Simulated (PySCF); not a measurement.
**Löwdin shares of the frontier orbitals**

C3H7Cl3Si.
Z-matrix (Å and degrees, GFN2-xTB geometry), rows numbered from 1:
```
Cl
C   1  1.7823
C   2  1.5149  1  109.79
Si  3  1.9103  2  112.51  1   -48.58
C   4  1.9256  3  108.28  2    92.96
Cl  5  1.7743  4  108.76  3   177.50
Cl  5  1.7774  4  108.75  3    58.32
H   2  1.0902  1  106.88  3   122.29
H   2  1.0894  1  106.34  3  -120.62
H   3  1.0905  2  109.39  1    73.48
H   3  1.0894  2  107.97  1  -170.47
H   4  1.4619  3  109.67  2  -151.77
H   4  1.4613  3  112.83  2   -26.02
H   5  1.0878  4  116.28  3   -62.05
```

Theory: TDDFT B3LYP/def2-SVPD, vertical, gas phase, core orbitals frozen in the response in PySCF 2.14.0, density-fitted response routines.

Kohn–Sham orbitals with the atoms that hold most of them (Löwdin shares over 4%, at most four atoms; ? is withheld):

```json
{"orbital": "HOMO-3", "ε (eV)": "-8.63", "atoms": "Cl1 62%, Cl7 13%, C2 8%, C3 5%"}
{"orbital": "HOMO-2", "ε (eV)": "-8.52", "atoms": "Cl1 60%, C2 12%, Cl7 7%, H8 4%"}
{"orbital": "HOMO-1", "ε (eV)": "-8.41", "atoms": "?"}
{"orbital": "HOMO", "ε (eV)": "-7.86", "atoms": "Cl6 34%, Cl7 27%, C5 19%, Si4 10%"}
{"orbital": "LUMO", "ε (eV)": "-0.45", "atoms": "?"}
{"orbital": "LUMO+1", "ε (eV)": "-0.32", "atoms": "Cl1 25%, Cl6 15%, C2 13%, C5 9%"}
{"orbital": "LUMO+2", "ε (eV)": "0.14", "atoms": "Cl1 30%, C2 15%, Si4 14%, C3 6%"}
```

(1) Give the leading atoms of the HOMO-1.

(2) Give the leading atoms of the LUMO.

(3) How does S1 compare with the orbital gap of 7.41 eV?

(4) Give energy, strength and leading configuration of S1, S2 and S3, and follow the Löwdin shares of the leading atoms from the occupied to the empty orbital.

Results:

(1) Cl6 (bonded to C) 49%; Cl7 (bonded to C) 38%.

(2) Cl7 (bonded to C) 34%; C5 (bonded to 2 Cl, Si and H) 20%; Cl6 (bonded to C) 18%; Si4 (bonded to 2 C and 2 H) 10%. By element: chlorine 52% or more, carbon 20% or more, silicon 10%.

(3) S1 is at 6.26 eV (f = 0.014), 1.15 eV below the gap, made of HOMO→LUMO (88%), HOMO→LUMO+1 (9%). 

(4) 
- S1 (6.26 eV, f 0.014), HOMO→LUMO (88%): Cl6 34% → 18%, Cl7 27% → 34%, C5 19% → 20%
- S2 (6.66 eV, f 0.0069), HOMO→LUMO+1 (72%): Cl6 34% → 15%, Cl7 27% → at most 10%, Cl1 at most 10% → 25%
- S3 (6.87 eV, f 0.020), HOMO-1→LUMO (77%): Cl6 49% → 18%, Cl7 38% → 34%, C5 at most 4% → 20%

Time: 84 s wall; peak memory 0.90 GiB. Hardware: one thread of an Arm Neoverse N1, shared host with 64 logical CPUs at a one-minute load of 59.

One conformer stands for the species.
